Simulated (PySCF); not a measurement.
## Lead: a sound run and one with changed settings

Sound run: Pb [Xe] 4f14 5d10 6s2 6p2, Pb⁺ [Xe] 4f14 5d10 6s2 6p1. Computed with PySCF 2.14 in def2-SVP with the def2 core potential (60 electrons), with a scalar-relativistic core potential. In the sound run the correlated levels freeze 5s2 5p6 5d10 outside the core potential. The sound run starts from symmetry-adapted Hartree-Fock orbitals and uses a fine grid where one is needed.

Changed run: all electrons correlated in a basis built for the valence shell.

```
species  method  sound run (hartree)  changed run (hartree)  converged
     Pb     MP2           -191.86186             -191.90065        yes
    Pb⁺     MP2           -191.61343             -191.64908        yes
```

Ionisation energy of Pb:

| method | sound run (eV) | changed run (eV) |
| --- | --- | --- |
| UHF | 6.570 | 6.570 |
| MP2 | 6.760 | 6.846 |
| SCS-MP2 | 6.709 | 6.757 |

A valence basis has no tight correlating functions, so it recovers only part of the core correlation, and not evenly between atom and ion.

For comparison, NIST gives 7.417 eV between the lowest levels.
